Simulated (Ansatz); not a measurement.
Reaction (redistribution): `[F][Sb]([F])[Cl]` + `[F][Ag]` → `[F][Sb]([F])[F]` + `[Cl][Ag]`

Program: Ansatz. Geometries: PBE0-D4/def2-TZVP. ΔE: electronic, gas phase. CBS: MP2 limit from def2 TZ/QZ plus the TZ coupled-cluster correction, frozen cores. DFT in def2-TZVPP. B3LYP here is the variant with VWN-RPA as its local correlation; programs differ in this. Elements past krypton have def2 core potentials. For Ag, Sb outer-core shells are correlated without core-valence functions, which leaves a few kJ/mol of doubt a bond.

```tsv
level	ΔE (kcal/mol)	difference from CCSD(T)/CBS
PBE-D4	-22.8	3.1
revPBE-D4	-21.9	4.0
r2SCAN-D4	-24.9	1.0
B3LYP-D4	-24.2	1.7
PBE	-23.1	2.8
BLYP	-22.7	3.2
r2SCANh	-25.7	0.2
r2SCAN0	-26.6	-0.7
MP2/def2-SVP	-27.5	-1.6
HF/CBS(def2)	-28.6	-2.7
CCSD(T)/CBS	-25.9	0
```

Largest T1 diagnostic among the species: 0.023, so the coupled-cluster value is less sure than usual.

Leaving LDA and LC-ωPBE aside and taking each functional with its dispersion term where it has one, the values, not all of them listed here, spread over 5.1 kcal/mol, from PBE-QIDH to revPBE-D4. LDA lies −2.3 kcal/mol from PBE without D4. In def2-TZVPP, CCSD(T) changes the Hartree–Fock value by +2.2 kcal/mol (the triples alone add +0.3 kcal/mol) and MP2 by +1.6 kcal/mol. From PBE to PBE0 (25 % exact exchange), in def2-TZVPP and without D4, ΔE moves by −2.3 kcal/mol.
